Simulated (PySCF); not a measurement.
Radial density of Zr(29+) (zirconium, charge +29)

B3LYP, [Ne] 3s1, 2S determinant. Computed with PySCF 2.14 in an uncontracted even-tempered set (18 s from 3.9 bohr⁻², ratio 2.5; 11 p from 5 bohr⁻², ratio 2.5; 5 d from 19 bohr⁻², ratio 2.7; 4 f from 29 bohr⁻², ratio 2.7), with the spin-free X2C one-electron Hamiltonian (Gaussian nucleus).

| r (bohr) | 4πr²ρ (e/bohr) | 4πr²(ρα − ρβ) |
| --- | --- | --- |
| 0.0290 | 49.17 | 0.2787 |
| 0.0488 | 39.90 | -0.0021 |
| 0.0820 | 47.61 | 0.8011 |
| 0.138 | 51.68 | 0.8326 |
| 0.232 | 16.06 | 0.5880 |
| 0.390 | 3.896 | 3.3893 |
| 0.656 | 0.4222 | 0.4215 |
| 1.10 | 0.001622 | 0.0016 |

Densities and radii are taken from the X2C orbitals without a picture-change correction, which distorts them close to the nucleus.

(1) Where is the radial spin density 4πr²(ρα − ρβ) most negative, and why is it negative at all?

## Answers

(1) Around r = 0.0488 bohr, down to -0.0021 e/bohr: exchange with the open shell polarises the paired shells in an unrestricted calculation.
